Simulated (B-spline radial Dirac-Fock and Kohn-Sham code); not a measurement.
**Ga⁺: eigenvalues, ΔSCF and the reference**

System: gallium as Ga⁺ in the configuration 1s2 2s2 2p6 3s2 3p6 3d10 4s2.

The density-functional columns are spherical, spin-unpolarised Dirac-Kohn-Sham results without Breit or QED terms: −ε is minus the orbital energy of the initial state and ΔSCF the difference of two total energies. The reference in the last column comes from Dirac-Fock (average of configuration) total-energy differences with a finite nucleus, the Breit interaction including its frequency dependence, and self-energy and vacuum-polarisation corrections. All numbers are from a radial atomic solver, in eV; a selection of levels is shown. For the 1s level of heavy atoms much of the gap between ΔSCF and the reference is the Breit and QED part, -20.2 eV here; for other levels the error of the functional can be larger.

| level | LDA −ε | LDA ΔSCF | PBE −ε | PBE ΔSCF | Dirac-Fock |
| --- | --- | --- | --- | --- | --- |
| K | 10216.1 | 10404.7 | 10235.3 | 10424.5 | 10385.6 |
| L1 | 1267.9 | 1296.7 | 1270.1 | 1298.7 | 1323.3 |
| L2 | 1124.7 | 1160.3 | 1125.3 | 1160.8 | 1161.7 |
| L3 | 1097.1 | 1131.8 | 1097.6 | 1132.3 | 1134.6 |
| M1 | 155.8 | 166.7 | 156.4 | 167.3 | 180.5 |
| M2 | 109.5 | 120.2 | 109.6 | 120.3 | 127.3 |
| M3 | 105.8 | 116.5 | 105.9 | 116.6 | 123.7 |
| M4 | 28.04 | 37.88 | 27.70 | 37.53 | 34.72 |
| M5 | 27.57 | 37.38 | 27.23 | 37.04 | 34.29 |
| N1 | 16.65 | 21.50 | 16.33 | 21.13 | 18.75 |

Question: Order the estimates of the K (1s) level by their distance from the Dirac-Fock value, nearest first.
A. LDA −ε
B. PBE −ε
C. PBE ΔSCF
D. LDA ΔSCF

Answer: D (19.1 eV), C (38.9 eV), B (150.3 eV), A (169.5 eV).

For the outermost level NIST gives 20.51514 eV (measured); the differences from it are LDA −ε -3.86, LDA ΔSCF +0.98, PBE −ε -4.18, PBE ΔSCF +0.61, Dirac-Fock -1.76 eV.

Values without a named source are computed, but for edge energies of neutral atoms, which are taken from tables.
